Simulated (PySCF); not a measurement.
Species: C3H10F3NOSi2.
Structure used (GFN2-xTB), in Å, numbered top down from 1:
```
atom  x, y, z in Å
C1    -1.2924   -1.4980    0.8578
N2    -1.0946   -0.1991    0.2508
C3    -2.2850    0.6236    0.3218
Si4    0.1432    0.0209   -0.9036
O5     1.4886   -0.6793   -0.3870
Si6    2.9046   -0.9652    0.3817
C7     0.4837    1.9294   -0.9797
F8     0.5216    2.5408    0.2215
F9     1.6705    2.1946   -1.5638
F10   -0.4317    2.6130   -1.7054
H11   -0.3639   -2.0590    0.8184
H12   -2.0714   -2.0650    0.3385
H13   -1.5906   -1.3726    1.9005
H14   -3.1223    0.1554   -0.2056
H15   -2.1003    1.5980   -0.1186
H16   -2.5685    0.7607    1.3676
H17   -0.0254   -0.4161   -2.2893
H18    3.0589   -2.4126    0.2426
H19    3.9240   -0.2008   -0.3269
H20    2.7456   -0.5582    1.7756
```

Computed at PBE0/pcSseg-1 (PySCF, non-relativistic), with Q(14N) = 0.02044 b, Q(17O) = −0.0256 b: N2, 14N (I = 1): χzz = -5.272 MHz, η = 0.339; O5, 17O (I = 5/2): χzz = -6.755 MHz, η = 0.120.

Question: Find the zero-field quadrupole resonance frequencies of 14N at N2.

Answer: From ν± = (3/4)|χ|(1 ± η/3) and ν0 = |χ|η/2: ν+ 4.400 MHz, ν− 3.507 MHz, ν0 0.893 MHz (silicon-bound nitrogen).

Question: Where would the pure quadrupole (NQR) lines of 17O at O5 fall for the rigid, isolated species?

Answer: From the eigenvalues of H = χ/[4I(2I − 1)] × [3Iz² − I(I + 1) + η(Ix² − Iy²)], steps between neighbouring levels, labelled as for η = 0: ±1/2↔±3/2 1.029 MHz, ±3/2↔±5/2 2.021 MHz (siloxane oxygen).

In a crystal, neighbours and librations shift these lines. GFN2-xTB bond lengths can be off by several hundredths of an ångström, more for odd bonds, and the gradients follow them. With so small a basis the couplings can be 20 % off.

One conformer stands for the species.
